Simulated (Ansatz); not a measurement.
## C2H3I (vinyl iodide): from total energies to a heat of formation

C2H3I: 6 atoms, total charge 0, spin state singlet. SMILES: `C=CI`. Geometry: relaxed at PBE0-D4/def2-TZVP.

Total energies at HF/3-21G (Ansatz 0.2.0); the atoms run unrestricted:

| species | state | energy (Eh) |
| --- | --- | --- |
| C2H3I | singlet | -6964.325376 |
| C | triplet | -37.481070 |
| I | doublet | -6887.305492 |
| H | doublet | -0.496199 |

Harmonic wavenumbers at PBE0-D4/def2-TZVP, in cm⁻¹: 312, 560, 563, 948, 986, 1004, 1260, 1407, 1667, 3154, 3220, 3250.

Measured heats of formation of the gaseous atoms at 298.15 K, in kJ/mol: C 716.9, I 106.8, H 218.0. Spin-orbit lowering of the atoms at 298 K (mean of the ground term's levels less their thermal mean, from spectra), in kJ/mol: C 0.02, I 30.32. Take 1 Eh = 2625.50 kJ/mol, 1 cm⁻¹ = 0.0119627 kJ/mol, RT = 2.479 kJ/mol.

**Question.** What heat of formation follows?

**Answer.** 
1. Electronic atomisation energy: 2 × (-37.481070) + (-6887.305492) + 3 × (-0.496199) − (-6964.325376) = 0.569147 Eh = 1494.3 kJ/mol.
2. Zero-point energy: half the sum of the wavenumbers, 9165.5 cm⁻¹ = 109.6 kJ/mol.
3. Thermal vibrational enthalpy, Σ hcν̃/(exp(hcν̃/kT) − 1): 2.4 kJ/mol. Translation, rotation and pV of a non-linear molecule: 4 RT = 9.9 kJ/mol.
4. The 6 free atoms carry 5/2 RT each: 37.2 kJ/mol.
5. Spin-orbit coupling lowers the free atoms by 2 × 0.02 + 30.32 = 30.4 kJ/mol.
6. Atomisation enthalpy at 298 K: 1494.3 − 30.4 − 109.6 − 2.4 − 9.9 + 37.2 = 1379.2 kJ/mol.
7. Sum of the atoms' heats of formation: 2194.6 kJ/mol. Heat of formation: 2194.6 − 1379.2 = +815.4 kJ/mol.

The tabulated value is +130.6 kJ/mol (Active Thermochemical Tables), so this level is off by +684.8 kJ/mol, or 33.2 % of the atomisation enthalpy that the table implies (2063.9 kJ/mol). Hartree–Fock leaves out correlation, which is larger in the molecule than in the atoms, so it underbinds and puts the heat of formation too high. Relativity is left out. A basis without polarisation functions underbinds badly. Anharmonicity and any spin-orbit splitting of the molecule are left out.
